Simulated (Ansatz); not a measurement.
Reaction (ligand exchange at the Si–Te bond): `Cl[Si](Cl)(Cl)[TeH]` + CH₃NH₂ → `CN[Si](Cl)(Cl)Cl` + H₂Te

Calculated with Ansatz (gas phase, PBE0-D4/def2-TZVP geometries, no zero-point term in ΔE). CCSD(T)/CBS adds triple-zeta CCSD(T) − MP2 to the extrapolated MP2 energy (def2 sets, frozen cores). DFT in def2-TZVPP. Elements past krypton have def2 core potentials. For Te outer-core shells are correlated without core-valence functions, which leaves a few kJ/mol of doubt a bond. One conformer a species, not always the lowest.

`Cl[Si](Cl)(Cl)[TeH]`:

Z-matrix (Å, degrees):
```
Si
Cl 1 2.037
Cl 1 2.036 2 109.0
Cl 1 2.036 2 109.0 3 116.5
Te 1 2.468 2 106.2 3 -121.8
H 5 1.658 1 90.2 2 -179.9
```

CH₃NH₂:

Z-matrix (Å, degrees):
```
C
N 1 1.453
H 1 1.092 2 109.4
H 1 1.100 2 115.4 3 -121.6
H 1 1.092 2 109.4 3 116.8
H 2 1.012 1 110.6 3 62.6
H 2 1.012 1 110.6 3 -179.3
```

`CN[Si](Cl)(Cl)Cl`:

```xyz
10

C    -0.240   -0.235    1.418
N     0.601   -0.088    0.246
Si    0.053    0.272   -1.300
Cl   -1.202   -1.134   -2.092
Cl    1.681    0.431   -2.505
Cl   -1.005    2.012   -1.291
H     0.272    0.141    2.306
H    -0.537   -1.274    1.596
H    -1.148    0.357    1.294
H     1.524   -0.483    0.329
```

H₂Te:

Z-matrix (Å, degrees):
```
Te
H 1 1.656
H 1 1.656 2 90.4
```

CCSD(T)/CBS gives -0.18 eV.

Task: Another level gave -0.09 eV. Which?
A. revPBE/def2-TZVPP
B. CCSD/def2-TZVPP
C. r2SCANh-D4/def2-TZVPP
D. PBE-D4/def2-TZVPP

Result: D. PBE-D4 -0.09, r2SCANh-D4 -0.22, CCSD/def2-TZVPP -0.31, revPBE -0.05 eV.

Task: What do rigid-rotor, harmonic-oscillator terms from PBE0-D4/def2-TZVP frequencies (298.15 K, 1 bar) make of the CCSD(T)/CBS value? (Best estimate.)

Result: Ansatz gave: ΔZPE = -0.13 eV, ΔH = -0.30 eV, ΔS = -7 J/(mol·K), ΔG = -0.28 eV.

Largest T1 diagnostic among the species: 0.010.

At CCSD(T), def2-SVP lies −0.16 eV from the extrapolated value and def2-TZVPP −0.10 eV. From BLYP to BHLYP (50 % exact exchange), in def2-TZVPP and without D4, ΔE moves by −0.13 eV. In def2-TZVPP, CCSD(T) changes the Hartree–Fock value by +0.09 eV (the triples alone add +0.03 eV) and MP2 by +0.17 eV.
